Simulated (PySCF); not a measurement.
C₆ coefficients of unlike pairs at B97-3

Calculated with PySCF 2.14 from the dipole response of each species, C₆(A,B) = (3/π) ∫ α_A(iu) α_B(iu) du, in atomic units, from isotropic polarisabilities. For ions this is the dispersion term alone; charge-induced terms of lower order in 1/R come first.

| species | configuration | basis | relativity | α (bohr³) | C₆ (like pair) |
| --- | --- | --- | --- | --- | --- |
| Fe | [Ar] 3d6 4s2 (5D) | aug-cc-pwCVTZ-DK (10s9p7d4f3g) | spin-free X2C | 63.04 | 565.9 |
| S³⁺ | [Ne] 3s2 3p1 (2P) | aug-cc-pwCVDZ (6s5p3d) | none | 5.363 | 14.24 |
| W⁺ | [Xe] 4f14 5d4 6s1 (6D) | def2-TZVPPD with the def2 core potential (60 electrons) (6s5p3d2f1g) | core potential | 35.08 | 293.4 |
| Si²⁺ | [Ne] 3s2 (1S) | aug-cc-pCVTZ-DK (8s7p5d3f) | spin-free X2C | 11.79 | 40.67 |

**Question.** Estimate C₆ for Si²⁺ with W⁺.

**Answer.** The integral gives 108.6. The combination rule 2 C_A C_B / (C_A α_B/α_A + C_B α_A/α_B) gives 108.7 and the geometric mean 109.2.

No spin-orbit coupling is included.

The other pairs:

| pair | C₆ |
| --- | --- |
| W⁺, S³⁺ | 62.40 |
| W⁺, Fe | 393.7 |
| Si²⁺, S³⁺ | 23.30 |
| Si²⁺, Fe | 144.7 |
| S³⁺, Fe | 77.93 |
